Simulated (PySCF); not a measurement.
Orbital picture of BeIn

PBE0 at R = 2.590 Å; PySCF, scalar-relativistic core potentials, basis sets Be def2-SVPD, In def2-SVPD with ECP28. State: quartet, unpaired electrons σ ↑, π ↑↑, a second solution, started from another occupation. Only the outer orbitals are listed, counted within each symmetry, core potentials removing the inner ones.

| spin | orbital | occ. | ε (eV) | on Be (%) | main shells (%) |
| --- | --- | --- | --- | --- | --- |
| α | 5σ | 1 | -10.63 | 22 | 77 In s, 19 Be s |
| α | 6σ | 1 | -7.15 | 65 | 65 Be s, 20 In s, 15 In p |
| α | 3π | 1 | -4.44 | 51 | 51 Be p, 48 In p |
| α | 3π | 1 | -4.44 | 51 | 51 Be p, 48 In p |
| α | 7σ | 0 | -3.05 | 60 | 50 Be p, 37 In p, 10 Be s |
| α | 4π | 0 | -1.36 | 43 | 53 In p, 43 Be p |
| α | 4π | 0 | -1.36 | 43 | 53 In p, 43 Be p |
| β | 5σ | 1 | -9.20 | 9 | 90 In s |
| β | 6σ | 0 | -3.64 | 49 | 47 Be s, 43 In p |
| β | 3π | 0 | -1.63 | 20 | 80 In p, 20 Be p |
| β | 3π | 0 | -1.63 | 20 | 80 In p, 20 Be p |

Problem. Which are the highest filled and the lowest empty level, where do they sit, and how wide is the gap?

Solution. Highest filled α 3π at -4.44 eV (in %: 51 Be p, 48 In p); lowest empty β 6σ at -3.64 eV (in %: 47 Be s, 43 In p); the gap at PBE0 is 0.80 eV.

* bond order (Mayer): 1.46
* ⟨S²⟩: 3.755
* charge on Be (Mulliken, basis-dependent): 0.03
* charge on Be (Löwdin, basis-dependent): -0.10
* dipole moment (positive dipole means Be(−)In(+)): 0.78 D

Spin–orbit coupling is left out.
